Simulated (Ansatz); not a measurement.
H8Si2Sn, singlet, at a GFN2-xTB geometry (such geometries of metal compounds can be far from the true shape) (all electrons, no relativity), with bond 7-2 at 2.4 times its length; CASSCF(2,3)/STO-3G (Ansatz, a quantum-chemistry and plane-wave program).

Here is a job for Ansatz.
Ansatz 0.2 input:
```yaml
crystal:
  periodic: [false, false, false]
  atoms:
    - {symbol: Sn, position_ang: [0.05034131, -0.26385767, 0.33005653]}
    - {symbol: Si, position_ang: [2.14801010, 0.91070561, -0.46974490]}
    - {symbol: Si, position_ang: [-2.30869735, -0.07068903, -0.58063289]}
    - {symbol: H, position_ang: [0.41684247, -1.91718051, 0.40119395]}
    - {symbol: H, position_ang: [-0.04272228, -0.00899256, 2.00327309]}
    - {symbol: H, position_ang: [1.92553938, 2.35065817, -0.46479923]}
    - {symbol: H, position_ang: [4.85236797, 0.15585281, 1.60105257]}
    - {symbol: H, position_ang: [2.44917048, 0.48885808, -1.83106256]}
    - {symbol: H, position_ang: [-2.69894307, -1.31635529, -1.22249954]}
    - {symbol: H, position_ang: [-3.24159890, 0.23785362, 0.49137547]}
    - {symbol: H, position_ang: [-2.35055836, 1.00162608, -1.56810583]}
basis:
  gaussian:
    orbitals: STO-3G
hamiltonian:
  xc: hf
magnetization: {spin_polarized: false}
correlation: {active_space: {window: {electrons: 2, orbitals: 3}}}
```

The log (banner, timings and long lists left out):

```
Functional definition: HF
654 factors; integrals over basis functions are off by at most 4.1e-5 eV
mean field evaluation 1: about -177925.9004 eV, gradient 1.7e1 eV
mean field evaluation 2: about -177925.9071 eV, gradient 1.7e1 eV
mean field evaluation 4: about -177930.7010 eV, gradient 7.6e0 eV
mean field evaluation 8: about -177931.2592 eV, gradient 2.4e-2 eV
mean field evaluation 16: about -177929.5785 eV, gradient 2.3e-2 eV
mean field -177931.25650093 eV, -6538.8530702719 hartree, gradient 1.2e-6 eV, S^2 0.000000; 1 other end points of the search recorded, 0 dependent functions left out
reference -177931.25650093 eV, -6538.8530702719 hartree; 43, 43 occupied and 10, 10 virtual orbitals, 654 factors
state -177936.38267977 eV, -6539.0414538696 hartree
Total energy: -177936.38267977 eV, -6539.0414538696 hartree
```
